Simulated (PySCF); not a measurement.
AlBH4O4, SMILES O[B](O)[Al]([OH])[OH]. Atoms are numbered in the order given.

```xyz
10

B      0.0000     0.0000     1.2737
O     -1.1999    -0.0254     1.9407
O      1.1999     0.0254     1.9407
Al     0.0000     0.0000    -0.8425
O     -0.0198     1.4870    -1.6882
O      0.0198    -1.4870    -1.6882
H     -1.1256    -0.0238     2.9047
H      1.1256     0.0238     2.9047
H     -0.0216     1.6477    -2.6327
H      0.0216    -1.6477    -2.6327
```

Geometry optimised at ωB97X-D3(BJ)/def2-SVP. The structure was generated by enumeration; whether it is a known compound was not checked. Other conformers were not sampled.

All values below come from ωB97X-D3(BJ)/def2-SVP in PySCF.

Frequencies are harmonic and unscaled.

**Question.** List the normal modes with their intensities. (Estimate from the structure and the level; the computed values follow.)

**Answer.** 
```tsv
mode	ν (cm⁻¹)	IR (km/mol)	Raman (Å⁴/amu)	depolarisation	moving atoms (share of kinetic energy)
1	27	0.0	0.7	0.75	O 94 %
2	115	6.6	1.3	0.75	O 69 %, Al 18 %, H 13 %
3	120	7.8	0.0	–	O 71 %, H 13 %, B 9 %
4	220	16.6	1.6	0.71	O 77 %, H 17 %
5	282	0.0	1.0	0.75	H 93 %
6	308	25.2	0.0	–	Al 58 %, O 28 %, H 8 %
7	353	57.7	3.4	0.22	O 48 %, Al 34 %, H 18 %
8	370	314.5	1.3	0.75	H 79 %, O 18 %
9	444	2.6	3.8	0.75	H 56 %, B 37 %
10	471	0.0	0.9	0.75	H 95 %
11	476	445.4	0.5	0.75	H 75 %, B 14 %, O 10 %
12	567	7.5	0.1	0.75	H 65 %, O 32 %
13	570	24.3	15.6	0.01	O 55 %, H 25 %, B 17 %
14	639	174.1	3.5	0.75	H 44 %, B 34 %, O 22 %
15	827	162.1	1.7	0.50	O 52 %, Al 35 %, H 13 %
16	914	144.2	2.0	0.75	Al 49 %, O 47 %
17	939	159.3	8.0	0.75	H 91 %
18	1039	59.6	1.2	0.31	O 48 %, H 47 %
19	1293	45.5	31.2	0.19	B 61 %, H 22 %, O 15 %
20	1380	338.4	0.2	0.75	B 69 %, O 30 %
21	3845	27.9	382.7	0.26	H 94 %
22	3847	1.1	50.0	0.75	H 94 %
23	4000	26.9	60.4	0.75	H 94 %
24	4002	124.4	241.1	0.21	H 94 %
```
